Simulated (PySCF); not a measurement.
Si(F)(Cl)2(OH) (Cl2FHOSi), SMILES Cl[Si](Cl)(O)F. Atoms are numbered in the order given.

```xyz
6

O     -1.5712    -0.8520    -0.5040
Si    -0.2439    -0.1672     0.1576
F     -0.2324    -0.3650     1.7558
Cl     1.3899    -1.0957    -0.6195
Cl    -0.1839     1.8526    -0.1811
H     -2.4256    -0.4243    -0.3660
```

The structure is a stationary point at B3LYP-D3(BJ)/def2-SVP. One conformer was computed; it need not be the lowest.

Calculation: HF/def2-TZVP (PySCF).

ESP charges are fitted to the potential on shells at 1.4 to 2.0 van der Waals radii. Atomic charges (e):

| atom | ESP fit | meta-Löwdin | Mulliken |
|---|---|---|---|
| O1 | -0.58 | -0.79 | -0.61 |
| Si2 | 0.52 | 1.56 | 1.14 |
| F3 | -0.21 | -0.55 | -0.38 |
| Cl4 | -0.06 | -0.29 | -0.25 |
| Cl5 | -0.12 | -0.31 | -0.27 |
| H6 | 0.46 | 0.37 | 0.37 |

Computed Mayer and Wiberg (Löwdin basis) orders of the bonds:
```tsv
bond	Mayer	Wiberg
O1–Si2	1.17	1.68
Si2–F3	1.01	1.63
Si2–Cl4	1.16	1.84
Si2–Cl5	1.12	1.81
O1–H6	0.85	1.00
```
